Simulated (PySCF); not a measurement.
## Finite-field polarisability of Bi⁻ (bismuth, charge -1)

[Xe] 4f14 5d10 6s2 6p4, high-spin 3P determinant. Computed with PySCF 2.14 in aug-cc-pVQZ-PP with ECP60MDF (7s7p5d3f2g, 92 functions), with scalar relativity through the core potential. Frozen: 5s2 5p6 5d10. Energy changes in a uniform field (μhartree):

```
axis   F (au)        HF       MP2      CCSD   CCSD(T)
   x   0.0013   -97.602  -103.900  -103.996  -106.346
   x   0.0026  -390.747  -416.028  -416.460  -425.896
   y  0.00094   -99.924   -86.348   -95.865   -97.773
   y  0.00188  -403.564  -338.138  -384.230  -391.451
```

By symmetry the remaining axis equals x.

**Question.** Derive α along x at CCSD(T) from the two fields.

**Answer.** With ΔE = −αF²/2 − γF⁴/24, α = −(16 ΔE(F) − ΔE(2F))/(6F²) = 125.8 bohr³.

**Question.** And the mean polarisability at each level?

**Answer.** The components xx, yy, zz at CCSD(T) are 125.8, 221.2, 125.8, the third axis being equal by symmetry to one of the two computed. Means: HF 152.1, MP2 147.5, CCSD 154.3, CCSD(T) 157.6 bohr³.

The polarisability of an anion needs two sets of diffuse s and p functions; this basis lacks them, so these values show the method and not the converged property.

Spin-orbit coupling is strong in this species (close to jj coupling), so the high-spin LS determinant is a model state, not a physical level.
